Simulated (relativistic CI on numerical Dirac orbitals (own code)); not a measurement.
Calculated at this level of theory: Dirac-Coulomb-Breit CI, orbitals from a KLI potential per configuration, model QED, unscaled Slater integrals (own radial code, finite nucleus).

The strongest absorption lines from the ground level of an ion, among the configurations computed and to levels below about 16300 eV (vacuum wavelength in nm, gf): 0.07687 (0.24), 0.08735 (0.49), 0.09526 (0.25), 0.09788 (1), 0.09954 (0.33), 0.11461 (2.3), 0.11646 (0.095), 0.12716 (0.17).

(1) Which ion is it?
A. W⁶⁴⁺
B. Hg⁷²⁺
C. Hg⁶⁸⁺
D. Hg⁷⁰⁺

Answers

(1) D. Hg⁷⁰⁺ has 10 electrons and the ground level 2s2 2p6 1S_0; the strongest line goes to 2s2 2p5 3d 1P°_1. The pattern of lines fixes the number of electrons, and along that sequence the line energies rise steadily with the charge (about as its square where n changes within one kind of shell, about linearly where n is kept but much faster in heavy ions where fine structure, which grows about as Z⁴, sets the gap, and irregularly where shells cross), which fixes Z. Configurations outside the model, such as inner-shell arrays, can give stronger lines. At this charge energies of transitions that change n are usually good to better than 1 %, and those within a shell (Δn = 0) to a few per cent.

LS names give the leading component of a level, which can be under half, so a name can repeat, a term be missing and a line seem to break the LS rules.
